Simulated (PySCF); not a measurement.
## `C=C[Si@@H]([PH3+])OC`, [C₃H₁₀OPSi]+, charge +1

Molfile (atoms numbered from 1):
```
C3H10OPSi
     RDKit          3D

 16 15  0  0  0  0  0  0  0  0999 V2000
   -0.3576    2.2830    0.5938 C   0  0  0  0  0  0  0  0  0  0  0  0
   -0.2934    1.7343   -0.6165 C   0  0  0  0  0  0  0  0  0  0  0  0
   -0.1830   -0.1165   -0.9291 Si  0  0  1  0  0  4  0  0  0  0  0  0
    2.1098   -0.6801   -0.8126 P   0  0  0  0  0  0  0  0  0  0  0  0
   -0.4654   -1.1007    0.3017 O   0  0  0  0  0  0  0  0  0  0  0  0
   -1.6122   -1.5208    1.0130 C   0  0  0  0  0  0  0  0  0  0  0  0
   -0.3418    1.6949    1.4982 H   0  0  0  0  0  0  0  0  0  0  0  0
   -0.4318    3.3500    0.7291 H   0  0  0  0  0  0  0  0  0  0  0  0
   -0.3206    2.3862   -1.4805 H   0  0  0  0  0  0  0  0  0  0  0  0
   -0.6006   -0.5946   -2.2425 H   0  0  0  0  0  0  0  0  0  0  0  0
    2.9766   -0.1782   -1.7563 H   0  0  0  0  0  0  0  0  0  0  0  0
    2.7742   -0.3220    0.3387 H   0  0  0  0  0  0  0  0  0  0  0  0
    2.4372   -2.0163   -0.8648 H   0  0  0  0  0  0  0  0  0  0  0  0
   -2.2118   -2.1871    0.3941 H   0  0  0  0  0  0  0  0  0  0  0  0
   -2.2172   -0.6659    1.3113 H   0  0  0  0  0  0  0  0  0  0  0  0
   -1.2699   -2.0573    1.8967 H   0  0  0  0  0  0  0  0  0  0  0  0
  1  2  2  0
  2  3  1  0
  3  4  1  0
  3  5  1  0
  5  6  1  0
  1  7  1  0
  1  8  1  0
  2  9  1  0
  3 10  1  6
  4 11  1  0
  4 12  1  0
  4 13  1  0
  6 14  1  0
  6 15  1  0
  6 16  1  0
M  CHG  1   4   1
M  END
```

Theory: TDDFT B3LYP/aug-cc-pVDZ circular dichroism and optical rotation, one conformer, gas phase (PySCF). Geometry: GFN2-xTB.

The molecule is flexible and this is one conformer; a measurement averages over conformers.

Q: Draw the ECD and absorption spectra from the lowest 12 states, each a Gaussian of half-width 0.35 eV at 1/e height.

A: 
| E (eV) | λ (nm) | Δε (L mol⁻¹ cm⁻¹) | ε (L mol⁻¹ cm⁻¹) |
| --- | --- | --- | --- |
| 4.90 | 253 | 0.00 | 17.1 |
| 5.00 | 248 | +0.01 | 57.9 |
| 5.10 | 243 | +0.05 | 175 |
| 5.20 | 239 | +0.15 | 464 |
| 5.30 | 234 | +0.35 | 1070 |
| 5.40 | 230 | +0.66 | 2110 |
| 5.50 | 226 | +0.97 | 3580 |
| 5.60 | 222 | +1.08 | 5180 |
| 5.70 | 218 | +0.80 | 6440 |
| 5.80 | 214 | +0.16 | 6910 |
| 5.90 | 210 | -0.46 | 6520 |
| 6.00 | 207 | -0.58 | 5700 |
| 6.10 | 203 | +0.03 | 5030 |
| 6.20 | 200 | +1.01 | 4900 |
| 6.30 | 197 | +1.46 | 5240 |
| 6.40 | 194 | +0.37 | 5620 |
| 6.50 | 191 | -2.64 | 5650 |
| 6.60 | 188 | -6.88 | 5190 |
| 6.70 | 185 | -10.85 | 4430 |
| 6.80 | 182 | -13.20 | 3680 |
| 6.90 | 180 | -13.78 | 3150 |
| 7.00 | 177 | -13.78 | 2950 |
| 7.10 | 175 | -14.77 | 3050 |
| 7.20 | 172 | -17.36 | 3350 |

Δε uses R in velocity form, ε uses f in length form. Only the states computed contribute, so the short-wavelength end is incomplete.

The sign of the CD band at 230 nm isn't settled: the length form gives the opposite one.
